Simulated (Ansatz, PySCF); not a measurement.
Ways to break one bond of COC(C)C:

A. COC(C)C -> CC(C)[O] + [CH3] (CH3)
B. COC(C)C → C[CH]C + C[O]

Quantity: bond dissociation energy (enthalpy at 298 K, with B3LYP-D3(BJ) rigid-rotor harmonic-oscillator terms from PySCF), kcal/mol. Each molecule is optimised on its own at B3LYP-D3(BJ)/def2-TZVP (Ansatz, a quantum-chemistry and plane-wave program), one conformer each, not searched for the lowest. Cores are frozen in the correlated levels unless marked. Open shells are spin-unrestricted. Spin-orbit coupling is left out. No relativistic terms. CBS marks a two-point X^-3 extrapolation of the correlation energy; Hartree-Fock from the larger set. The bracket is a focal-point correction in the basis named.

```json
[
 {"": "A", "HF/cc-pVDZ (Ansatz)": "44.5", "HSE06-D4/def2-TZVPD (Ansatz + dftd4)": "79.5", "B2PLYP-D3(BJ)/def2-TZVPD (Ansatz + dftd3)": "80.6", "RI-MP2/CBS(cc-pVTZ,cc-pVQZ)+[CCSD(T)-MP2]/cc-pVDZ (Ansatz)": "86.2"},
 {"": "B", "HF/cc-pVDZ (Ansatz)": "46.3", "HSE06-D4/def2-TZVPD (Ansatz + dftd4)": "78.9", "B2PLYP-D3(BJ)/def2-TZVPD (Ansatz + dftd3)": "81.5", "RI-MP2/CBS(cc-pVTZ,cc-pVQZ)+[CCSD(T)-MP2]/cc-pVDZ (Ansatz)": "88.5"}
]
```
